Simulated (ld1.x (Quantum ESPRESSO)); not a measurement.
An all-electron radial function and its pseudo partner (Mg (Z = 12))

Columns: radius, all-electron u(r) and pseudo u(r) of the 2s shell (level -79.84 eV) of magnesium in the configuration [He] 2s2 2p6 3s1.75 3p0.25; PBEsol, non-relativistic, RRKJ scheme, ld1.x (Quantum ESPRESSO) 7.5.

| r (bohr) | all-electron | pseudo |
| --- | --- | --- |
| 0.055 | 0.5469 | -0.1782 |
| 0.110 | 0.4406 | -0.3523 |
| 0.165 | 0.1042 | -0.5182 |
| 0.220 | -0.2697 | -0.6720 |
| 0.275 | -0.5997 | -0.8102 |
| 0.330 | -0.8579 | -0.9295 |
| 0.385 | -1.0411 | -1.0272 |
| 0.440 | -1.1572 | -1.1012 |
| 0.495 | -1.2178 | -1.1501 |
| 0.550 | -1.2352 | -1.1739 |
| 0.605 | -1.2201 | -1.1734 |
| 0.660 | -1.1817 | -1.1509 |
| 0.715 | -1.1275 | -1.1100 |
| 0.770 | -1.0630 | -1.0547 |
| 0.825 | -0.9927 | -0.9896 |
| 0.880 | -0.9200 | -0.9191 |
| 0.935 | -0.8470 | -0.8469 |
| 0.990 | -0.7757 | -0.7757 |
| 1.045 | -0.7071 | -0.7071 |
| 1.100 | -0.6421 | -0.6421 |
| 1.155 | -0.5811 | -0.5811 |
| 1.210 | -0.5243 | -0.5243 |
| 1.265 | -0.4719 | -0.4719 |
| 1.320 | -0.4238 | -0.4238 |
| 1.375 | -0.3798 | -0.3798 |
| 1.430 | -0.3398 | -0.3398 |

Question: How many radial nodes do the two functions have?

Answer: The all-electron 2s function has n − l − 1 = 1; the pseudo-wave has 0, since the states of the same l below it are removed with the core.

Question: At about which radius was the pseudo-wave matched?

Answer: 1.05 bohr. The columns agree to 0.0005 from 0.94 bohr on; several derivatives are matched, so the curves merge somewhat inside the radius.

Question: Where does each function peak?

Answer: Outermost all-electron maximum near 0.55 bohr, pseudo maximum near 0.55 bohr (to the table’s step).

Question: Is the pseudo-wave norm-conserving?

Answer: Yes: the RRKJ scheme keeps the norm inside the radius equal to the all-electron one, which fixes the energy derivative of the logarithmic derivative at the level.
